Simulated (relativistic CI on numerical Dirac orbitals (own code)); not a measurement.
## Zn³⁺: M2,3 absorption edge

Computed with this model: Dirac-Coulomb-Breit CI, KLI orbitals optimised for each configuration, a model potential for QED, valence Slater integrals scaled by 0.8, multiplet model of core-to-valence dipole absorption; configurations [Ar] 3d9 → [Ne] 3s2 3p5 3d10; 80 K; Lorentzian 0.48 eV and Gaussian 0.3 eV FWHM. Energies are those of the free ion, without screening or charge transfer. The branching ratio is the share of the lower-energy edge in the whole absorption, uncertain by about 0.02 where the edges overlap. S is read from ⟨S²⟩ = S(S + 1).

Field parameters in Wybourne normalisation: D3d B²₀ = −7Dσ, B⁴₀ = −14Dq − 21Dτ, B⁴₃ = −14√(10/7) Dq. The field is a parameter set, without covalency.

free ion: ground-state S = 0.50, centroid 82.68 eV. Peaks (eV, height): 82.7 (100).

D3d, 10Dq = 12550, Dσ = -1200, Dτ = -120 cm⁻¹: ground-state S = 0.50, centroid 84.16 eV. Peaks (eV, height): 83.5 (100), 86.5 (28).

D3d, 10Dq = 12550, Dσ = 1200, Dτ = -120 cm⁻¹: ground-state S = 0.50, centroid 84.10 eV. Peaks (eV, height): 83.5 (100), 86.6 (23).

Strongest unbroadened transitions for D3d, 10Dq = 12550, Dσ = 1200, Dτ = -120 cm⁻¹:

```csv
Energy (eV),Relative strength
83.54,100.0
86.59,22.5
```
